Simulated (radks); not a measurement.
Results of a calculation; reference values are marked as such.
Species: S II. Configuration: [Ne] 3s2 3p3 (the NIST ground configuration). Code: a radial shooting solver on a logarithmic mesh with Libxc functionals. Model: Dirac Kohn-Sham, PBE, spin-unpolarised, spherical densities, point nucleus; open shells fill j = l - 1/2 first.

Unscreened Slater integrals over Kohn-Sham orbitals (hartree). Large and small components are both included.

integral,value
"F0(3p3/2,3p3/2)",0.47677
"F2(3p3/2,3p3/2)",0.24007
"F0(3p3/2,3p1/2)",0.47766
"G2(3p3/2,3p1/2)",0.24047
"F0(3p3/2,3s1/2)",0.50996
"G1(3p3/2,3s1/2)",0.33602
"F0(3p3/2,2p3/2)",0.65181
"F2(3p3/2,2p3/2)",0.10609
"G0(3p3/2,2p3/2)",0.042217
"G2(3p3/2,2p3/2)",0.041851
"F0(3p1/2,3p1/2)",0.47856
"F0(3p1/2,3s1/2)",0.51106
"G1(3p1/2,3s1/2)",0.33712
"F0(3p1/2,2p3/2)",0.65408
"G2(3p1/2,2p3/2)",0.041899
"F0(3s1/2,3s1/2)",0.55099
"F0(3s1/2,2p3/2)",0.73347
"G1(3s1/2,2p3/2)",0.053269
"F0(2p3/2,2p3/2)",2.0722
"F2(2p3/2,2p3/2)",0.95860
